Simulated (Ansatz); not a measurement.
Li(Me) cation (CH₃Li), SMILES [Li][CH3] (connectivity only; charge and spin as stated), charge +1, multiplicity 2.

The structure is a stationary point at ωB97X-D3(BJ)/def2-TZVPD. The multiplicity is an assumed one; other spin states were not compared. The isomer is the one that the SMILES or the coordinates give; other isomers of the formula were not compared.

Two levels are set side by side: PBE/def2-TZVPD (Ansatz, a first-principles code) and PBE0/def2-TZVPD (Ansatz). Energy differences of separate SCF runs at the same geometry; the states with an electron removed or added have multiplicity 1 and 1. Differences are taken from unrounded values.

```json
[
 {"quantity": "vertical ionisation energy (eV)", "PBE0": "16.75", "PBE": "16.79", "PBE minus PBE0": "0.04"},
 {"quantity": "vertical electron affinity (eV)", "PBE0": "6.33", "PBE": "6.53", "PBE minus PBE0": "0.19"}
]
```
